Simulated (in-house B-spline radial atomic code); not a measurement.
Successive ionisation energies of cobalt; each step leads to the configuration of the next row (after the last: bare). Dirac energy differences include first-order Breit, QED and recoil terms. NIST's values go from ground level to ground level; the uncertainty of those that are theory runs from under 0.1 % in few-electron ions to several per cent in heavy many-electron ones. Computed with a radial B-spline atomic code at the basis-set limit: Dirac-Hartree-Fock, average of the configuration, finite nuclei.

```json
{"ion": "Co9+", "configuration": "[Ne] 3s2 3p6", "ionisation energy (eV)": "274.6", "tabulated value (eV)": "275.4", "tabulated kind": "semi-empirical", "computed minus tabulated (eV)": "-1", "highest orbital": "3p3/2", "largest mean radius (bohr)": "0.71879"}
{"ion": "Co10+", "configuration": "[Ne] 3s2 3p5", "ionisation energy (eV)": "305.9", "tabulated value (eV)": "305.32", "tabulated kind": "semi-empirical", "computed minus tabulated (eV)": "1", "highest orbital": "3p3/2", "largest mean radius (bohr)": "0.70434"}
{"ion": "Co11+", "configuration": "[Ne] 3s2 3p4", "ionisation energy (eV)": "338.2", "tabulated value (eV)": "336.1", "tabulated kind": "semi-empirical", "computed minus tabulated (eV)": "2", "highest orbital": "3p3/2", "largest mean radius (bohr)": "0.69097"}
{"ion": "Co12+", "configuration": "[Ne] 3s2 3p3", "ionisation energy (eV)": "371.4", "tabulated value (eV)": "378.5", "tabulated kind": "semi-empirical", "computed minus tabulated (eV)": "-7", "highest orbital": "3p3/2", "largest mean radius (bohr)": "0.67822"}
{"ion": "Co13+", "configuration": "[Ne] 3s2 3p2", "ionisation energy (eV)": "405.5", "tabulated value (eV)": "410", "tabulated kind": "semi-empirical", "computed minus tabulated (eV)": "-5", "highest orbital": "3p3/2", "largest mean radius (bohr)": "0.66817"}
{"ion": "Co14+", "configuration": "[Ne] 3s2 3p1", "ionisation energy (eV)": "440.5", "tabulated value (eV)": "441.1", "tabulated kind": "semi-empirical", "computed minus tabulated (eV)": "-1", "highest orbital": "3p3/2", "largest mean radius (bohr)": "0.65945"}
{"ion": "Co15+", "configuration": "[Ne] 3s2", "ionisation energy (eV)": "508.3", "tabulated value (eV)": "511.96", "tabulated kind": "semi-empirical", "computed minus tabulated (eV)": "-4", "highest orbital": "3s1/2", "largest mean radius (bohr)": "0.65098"}
{"ion": "Co16+", "configuration": "[Ne] 3s1", "ionisation energy (eV)": "545.9", "tabulated value (eV)": "546.588", "tabulated kind": "semi-empirical", "computed minus tabulated (eV)": "-1", "highest orbital": "3s1/2", "largest mean radius (bohr)": "0.64164"}
{"ion": "Co17+", "configuration": "[He] 2s2 2p6", "ionisation energy (eV)": "1401.0", "tabulated value (eV)": "1397.2", "tabulated kind": "measured", "computed minus tabulated (eV)": "4", "highest orbital": "2p3/2", "largest mean radius (bohr)": "0.24991"}
{"ion": "Co18+", "configuration": "[He] 2s2 2p5", "ionisation energy (eV)": "1505.3", "tabulated value (eV)": "1504.5", "tabulated kind": "measured", "computed minus tabulated (eV)": "1", "highest orbital": "2p3/2", "largest mean radius (bohr)": "0.24685"}
{"ion": "Co19+", "configuration": "[He] 2s2 2p4", "ionisation energy (eV)": "1612.4", "tabulated value (eV)": "1606", "tabulated kind": "semi-empirical", "computed minus tabulated (eV)": "6", "highest orbital": "2p3/2", "largest mean radius (bohr)": "0.24385"}
{"ion": "Co20+", "configuration": "[He] 2s2 2p3", "ionisation energy (eV)": "1722.5", "tabulated value (eV)": "1724", "tabulated kind": "semi-empirical", "computed minus tabulated (eV)": "-2", "highest orbital": "2p3/2", "largest mean radius (bohr)": "0.24091"}
{"ion": "Co21+", "configuration": "[He] 2s2 2p2", "ionisation energy (eV)": "1835.4", "tabulated value (eV)": "1844", "tabulated kind": "semi-empirical", "computed minus tabulated (eV)": "-9", "highest orbital": "2p3/2", "largest mean radius (bohr)": "0.23803"}
{"ion": "Co22+", "configuration": "[He] 2s2 2p1", "ionisation energy (eV)": "1951.3", "tabulated value (eV)": "1960.8", "tabulated kind": "semi-empirical", "computed minus tabulated (eV)": "-10", "highest orbital": "2p3/2", "largest mean radius (bohr)": "0.23521"}
{"ion": "Co23+", "configuration": "[He] 2s2", "ionisation energy (eV)": "2112.4", "tabulated value (eV)": "2119.4", "tabulated kind": "semi-empirical", "computed minus tabulated (eV)": "-7", "highest orbital": "2s1/2", "largest mean radius (bohr)": "0.23245"}
{"ion": "Co24+", "configuration": "[He] 2s1", "ionisation energy (eV)": "2218.7", "tabulated value (eV)": "2218.876", "tabulated kind": "tabulated theory", "computed minus tabulated (eV)": "0", "highest orbital": "2s1/2", "largest mean radius (bohr)": "0.22989"}
{"ion": "Co25+", "configuration": "1s2", "ionisation energy (eV)": "9542.6", "tabulated value (eV)": "9544.182", "tabulated kind": "tabulated theory", "computed minus tabulated (eV)": "-2", "highest orbital": "1s1/2", "largest mean radius (bohr)": "0.055617"}
{"ion": "Co26+", "configuration": "1s1", "ionisation energy (eV)": "10012.1", "tabulated value (eV)": "10012.13", "tabulated kind": "tabulated theory", "computed minus tabulated (eV)": "0", "highest orbital": "1s1/2", "largest mean radius (bohr)": "0.05483"}
```

Task: Where is the largest jump?

Result: From Co24+ to Co25+, by a factor of 4.30 (2218.7 to 9542.6 eV); the highest orbital goes from 2s1/2 to 1s1/2.

Where a p, d or f electron is removed, the computed value is a mean over both j, so it misses the tabulated one by a part of the spin-orbit splitting; averaging over terms and missing correlation add to the gap, relatively most at low charge.
